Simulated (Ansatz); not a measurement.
Species: H$_{4}$BSiO, charge 0, doublet. H4BSiO (SMILES [O]B[SiH3], doublet).
B3LYP-D3(BJ)/def2-TZVP minimum from Ansatz (an electronic-structure program):
```xyz
7

B     -0.7251    -0.0839    -0.8360
H     -1.8275     0.3873    -0.9236
O     -0.0069    -0.7957    -1.5791
Si     0.2897     0.3567     0.9727
H      0.3801     1.8333     1.0572
H      1.6290    -0.2603     0.9911
H     -0.5561    -0.1688     2.0701
```
Charge 0, spin multiplicity 2.

Atomisation energy term by term, kcal/mol (programs: Ansatz). Open shells are spin-unrestricted; no spin-orbit coupling. Correlated methods leave the cores frozen. Rows without X2C or -DK are non-relativistic. CBS(X,Y): correlation extrapolated as X^-3, Hartree-Fock from the larger set. A bracket is a step between two methods taken in the basis named. '+ core + X2C': CCSD(T) terms for core correlation (cc-pwCVTZ, 1s frozen past Ne) and scalar relativity (cc-pVTZ-DK). Where a partner has so few electrons that a lower coupled-cluster level is exact, that level stands in. The UHF reference of H4BOSi ([O]B[SiH3], doublet) is spin-contaminated (<S^2> up to 0.04 over the pure value in the sets run).

```json
[
 {"term": "Hartree-Fock", "basis": "cc-pV(Q+d)Z", "kcal/mol": "406.47"},
 {"term": "CCSD correlation", "basis": "CBS(cc-pV(T+d)Z,cc-pV(Q+d)Z)", "kcal/mol": "127.04"},
 {"term": "(T)", "basis": "CBS(cc-pV(T+d)Z,cc-pV(Q+d)Z)", "kcal/mol": "8.45"},
 {"term": "CCSDT(Q) - CCSD(T)", "basis": "cc-pV(D+d)Z", "kcal/mol": "1.33"},
 {"term": "core correlation", "basis": "cc-pwCVTZ", "kcal/mol": "1.44"},
 {"term": "scalar relativity", "basis": "X2C, cc-pVTZ-DK", "kcal/mol": "-0.85"},
 {"term": "sum: De", "basis": "", "kcal/mol": "543.9"}
]
```
